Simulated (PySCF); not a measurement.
Spinor energies of As²⁺ (arsenic, charge +2)

Start: [Ar] 3d10 4s2 4p1; 4p3/2 filled at m_j = +3/2. Calculated with PySCF 2.14 in x2c-TZVPPall-2c (6s7p4d1f, 54 functions): generalised Hartree-Fock with the X2C-1e Hamiltonian and a Gaussian nucleus; one run each with spin-orbit coupling (SO) screened by Boettger's factors, then bare. This is a chosen level, not necessarily the ground level.

```
spinor shell  electrons  ε, screened SO (eV)  ε, bare SO (eV)  weight of nominal j (bare SO)  rms radius, bare SO (bohr)
       1s1/2          2             -11966.5         -11966.4                          1.000                      0.0524
       2s1/2          2              -1594.0          -1594.0                          1.000                       0.219
       2p1/2          2              -1420.6          -1422.3                          1.000                       0.193
       2p3/2          4              -1383.5          -1382.7                          1.000                       0.197
       3s1/2          2              -246.92          -246.93                          1.000                       0.639
       3p1/2          2              -186.67          -186.93                          0.999                       0.660
       3p3/2          4              -181.39          -181.28                          1.000                       0.670
       3d3/2          4              -78.398          -78.599                          0.992                       0.742
       4s1/2          2              -37.554          -37.556                          0.999                        1.98
       4p3/2          1              -27.464          -27.457                          1.000                        2.34
```

**Question.** Where does 3d5/2 lie, and what is the 3d spin-orbit splitting (bare SO)?

**Answer.** At -77.511 eV, 1.088 eV above 3d3/2.

| quantity | screened SO | bare SO |
| --- | --- | --- |
| E (hartree) | -2258.04321 | -2258.05590 |
| M_J | 3/2 | 3/2 |
| ⟨J²⟩ | 3.759 | 3.759 |
| ⟨L²⟩ | 2.009 | 2.009 |
| ⟨S²⟩ | 0.754 | 0.755 |

Each row is a mean over spinors that exchange with the open shell spreads, by up to 2.723 eV (4s1/2).
